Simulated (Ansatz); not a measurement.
# A geometry optimisation of C5H4FNS with PBE-D3(BJ)/def2-SVP

The starting geometry of this gas-phase singlet was optimised with GFN2-xTB; its bonds are those of `C=Cc1csc(F)n1`.

```xyz
12

C    -0.7473   -0.9842    1.3443
C    -0.0361   -0.6289    0.2811
C    -0.6008    0.0712   -0.8529
C     0.0927    0.4579   -1.9666
C    -2.2261    1.0111   -1.9560
F    -3.4343    1.4455   -2.2437
N    -1.9286    0.4043   -0.8803
S    -0.9227    1.2658   -3.0975
H    -1.7980   -0.7590    1.4018
H    -0.3028   -1.5043    2.1745
H     1.0198   -0.8482    0.2054
H     1.1322    0.3148   -2.1796
```

Task: Predict what it relaxes into with PBE-D3(BJ)/def2-SVP.

Result: It keeps its bonds, and is `C=Cc1csc(F)n1`.

The energy falls by 0.10 eV over 5 steps:

```tsv
step	E − E(last) (eV)
1	0.105
2	0.010
3	0.000
4	0.000
5	0.000
```

Final geometry (Å):

```yaml
atoms:
  - { symbol: C, position_ang: [-0.7429, -1.0020, 1.3761] }
  - { symbol: C, position_ang: [-0.0399, -0.6297, 0.2856] }
  - { symbol: C, position_ang: [-0.6121, 0.0765, -0.8574] }
  - { symbol: C, position_ang: [0.1031, 0.4636, -1.9832] }
  - { symbol: C, position_ang: [-2.2451, 1.0270, -1.9776] }
  - { symbol: F, position_ang: [-3.4527, 1.4725, -2.2879] }
  - { symbol: N, position_ang: [-1.9595, 0.4134, -0.8817] }
  - { symbol: S, position_ang: [-0.9279, 1.2777, -3.1208] }
  - { symbol: H, position_ang: [-1.8184, -0.7780, 1.4474] }
  - { symbol: H, position_ang: [-0.2624, -1.5327, 2.2109] }
  - { symbol: H, position_ang: [1.0374, -0.8538, 0.2138] }
  - { symbol: H, position_ang: [1.1683, 0.3119, -2.1948] }
```

The end wasn't checked by frequencies. Run with Ansatz 0.2.0, 8.7 s on 4 threads of Arm Neoverse V1 (shared host).
